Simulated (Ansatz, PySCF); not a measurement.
CH3BO, SMILES [BH3-]C#[O+].

The structure is a stationary point at B3LYP-D3(BJ)/def2-TZVP.

Vertical ionisation energy (IE) and electron affinity (EA) in eV. Rows of orbital energies are one-electron estimates. Where ΔSCF, EOM or ADC give a negative EA the extra electron is unbound and the value depends on the basis.

| level | IE | EA |
|---|---|---|
| −ε(HOMO), −ε(LUMO), B3LYP/def2-TZVPD (PySCF) | 9.39 | 1.73 |
| −ε(HOMO), −ε(LUMO), PBE/def2-TZVPD (PySCF) | 8.28 | 2.47 |
| ΔSCF, CAM-B3LYP/def2-TZVPD (Ansatz), final states of multiplicity 2 and 2 | 12.25 | -0.77 |
| ΔSCF, PBE/def2-TZVPD (Ansatz), final states of multiplicity 2 and 2 | 12.01 | -0.63 |

**Question.** What vertical singlet–triplet gap does ΔSCF give with CAM-B3LYP/def2-TZVPD (Ansatz, a quantum-chemistry and plane-wave program) and with PBE/def2-TZVPD (Ansatz)? (An estimate is asked for; the answer gives what the named calculation found.)

**Answer.** 6.26 and 6.11 eV (triplet above singlet where positive).
